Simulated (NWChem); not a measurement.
# C$_{2}$H$_{6}$O$_{2}$Si; SMILES O=C(C)O[SiH3]

```xyz
11

Si     0.0277     1.7241     0.0000
O      0.7573     0.1443     0.0000
C     -0.1317    -0.8805     0.0000
C      0.5347    -2.2317     0.0000
O     -1.3354    -0.6792     0.0000
H     -0.7799     1.9394     1.2423
H      1.2289     2.6191     0.0000
H     -0.7799     1.9394    -1.2423
H     -0.2277    -3.0291     0.0000
H      1.1889    -2.3268     0.8895
H      1.1889    -2.3268    -0.8895
```
Atoms are numbered in this order, from 1.

All runs: NWChem. Pople sets run with spherical d functions. All runs use the structure optimised with PBE-D3(BJ)/def2-SVP. Level M06-2X/6-31G*: energy and gradient on several grids; changes count from the extra-fine grid, which is no exact limit either.

Which is the coarsest grid (medium; xcoarse; fine; xfine; coarse) from which on the energy stays within 50 μHa and each gradient component within 100 μHa/bohr of xfine?

fine.
```csv
grid,size of the energy change (μHa),largest change of a gradient component (μHa/bohr),"time, medium = 1 (rough)"
xcoarse,6000,6000,about 1
coarse,900,300,about 1
medium,200,100,about 1
fine,20,50,about 1
xfine,< 10,< 30,2
```
